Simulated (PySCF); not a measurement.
Computed shifts of a molecule C4H6O2, PySCF with PBE/pcSseg-1, GIAO, gas phase, equivalent atoms averaged, in ppm (number of nuclei): ¹³C: 203.5 (1), 75.3 (2), 51.9 (1). ¹H: 10.75 (1), 5.36 (2), 5.16 (2), 3.42 (1). References: ¹⁷O against H2O (σ = 334.3 ppm); ¹³C against TMS (σ = 182.0 ppm); ¹H against TMS (σ = 31.49 ppm), references at their B3LYP-D3(BJ)/def2-TZVP geometries, non-relativistic. Geometry: ωB97X-D3(BJ)/def2-SVP. One conformer was computed; it need not be the lowest.

Q: Pick the molecule that these values belong to.
A. C1=COCOC1
B. O=CC1COC1
C. CO[C@@H]1C=CO1
D. C=CC1OCO1

A: B, O=CC1COC1
